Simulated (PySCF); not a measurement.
PySCF 2.14 output of an unrestricted BP86 calculation on a single atom or ion in jorge-DZP-DKH, with the spin-free X2C one-electron Hamiltonian (Gaussian nucleus):

```
SCF conv_tol = 1e-09
number electrons alpha = 15  beta = 12
    A. D. Becke.,  Phys. Rev. A 38, 3098 (1988)
    J. P. Perdew.,  Phys. Rev. B 33, 8822 (1986)
cycle= 1 E= -1393.26588305713  delta_E= -0.0149  |g|= 0.162  |ddm|= 0.324
cycle= 2 E= -1393.25848403795  delta_E= 0.0074  |g|= 0.262  |ddm|= 0.199
cycle= 3 E= -1393.27052907867  delta_E= -0.012  |g|= 0.00181  |ddm|= 0.127
cycle= 4 E= -1393.2705295138  delta_E= -4.35e-07  |g|= 0.000417  |ddm|= 0.000903
cycle= 5 E= -1393.27052954967  delta_E= -3.59e-08  |g|= 3.24e-05  |ddm|= 0.000305
cycle= 6 E= -1393.2705295499  delta_E= -2.38e-10  |g|= 2.3e-06  |ddm|= 3e-05
converged SCF energy = -1393.2705295499  <S^2> = 3.7522669  2S+1 = 4.0011333
```

The run itself started from symmetry-adapted Hartree-Fock orbitals and held the occupation by maximum overlap, on a logarithmic radial grid, so the iterations belong to that start.

Which element, charge and spin multiplicity is this?

Co (cobalt, neutral), multiplicity 4; the state was [Ar] 3d7 4s2, high-spin 4F determinant.
